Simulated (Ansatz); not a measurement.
Coupled-cluster run, CH7BSSi.

```yaml
crystal:
  periodic: [false, false, false]
  atoms:
    - {symbol: B, position_ang: [-0.417733, 1.406048, 0.335959]}
    - {symbol: C, position_ang: [-1.250654, 0.162644, 0.758308]}
    - {symbol: S, position_ang: [0.516006, -0.261215, 1.142091]}
    - {symbol: Si, position_ang: [1.156983, -1.068846, -0.756020]}
    - {symbol: H, position_ang: [-0.089378, 1.521544, -0.812893]}
    - {symbol: H, position_ang: [-0.283659, 2.317434, 1.097653]}
    - {symbol: H, position_ang: [-1.789729, 0.154156, 1.701971]}
    - {symbol: H, position_ang: [-1.669471, -0.529356, 0.033899]}
    - {symbol: H, position_ang: [0.008348, -1.004671, -1.688096]}
    - {symbol: H, position_ang: [1.576563, -2.477881, -0.546615]}
    - {symbol: H, position_ang: [2.308126, -0.276858, -1.245656]}
basis:
  gaussian: {orbitals: def2-TZVPP}
correlation: {method: ccsd_t}
output: {orbitals: {seedname: orbitals}}
```

```sh
$ ansatz run in.yaml --threads 2 --pin off --events-out ev --progress --plain --max-ram 4352MiB
```

The program prints (abridged):

```
Functional definition: HF
1393 factors; integrals over basis functions are off by at most 1.2e-3 eV
mean field evaluation 1: about -20490.8091 eV, gradient 2.7e1 eV
mean field evaluation 2: about -20491.0903 eV, gradient 2.7e1 eV
mean field evaluation 4: about -20493.6821 eV, gradient 4.0e0 eV
mean field evaluation 8: about -20493.7426 eV, gradient 2.1e-1 eV
mean field -20493.74295081 eV, -753.1311622844 hartree, gradient 3.2e-6 eV, S^2 0.000000; 0 other end points of the search recorded, 0 dependent functions left out
12 core orbitals not correlated: weight in the atoms' cores, before any rotation towards them, 1.000 or more for the frozen orbitals, at most 0.000 for the correlated occupied ones
reference -20493.74295081 eV, -753.1311622844 hartree; 12, 12 occupied and 220, 220 virtual orbitals, 1393 factors
second order -16.25537384 eV of doubles, -0.00000000 eV of singles
cycle   1  -17.19215044 eV  change   -9.4e-1 eV  update   9.5e-2
cycle   2  -17.69883969 eV  change   -5.1e-1 eV  update   2.8e-2
cycle   3  -17.77871408 eV  change   -8.0e-2 eV  update   1.2e-2
cycle   4  -17.77175649 eV  change    7.0e-3 eV  update   3.3e-3
cycle   5  -17.77108930 eV  change    6.7e-4 eV  update   1.4e-3
cycle   6  -17.77096435 eV  change    1.2e-4 eV  update   4.3e-4
cycle   7  -17.77088857 eV  change    7.6e-5 eV  update   1.5e-4
cycle   8  -17.77093790 eV  change   -4.9e-5 eV  update   5.2e-5
cycle   9  -17.77094476 eV  change   -6.9e-6 eV  update   1.7e-5
perturbative correction -0.77702517 eV, -0.0285551484 hartree
Total energy: -20512.29092074 eV, -753.8127876070 hartree
```

Run time 7.3 min (2 threads of an Arm Neoverse V2 on a shared host); peak host memory 1.9 GiB.

Correlation energy per correlated electron: -0.773 eV. T1 diagnostic: 0.0119.
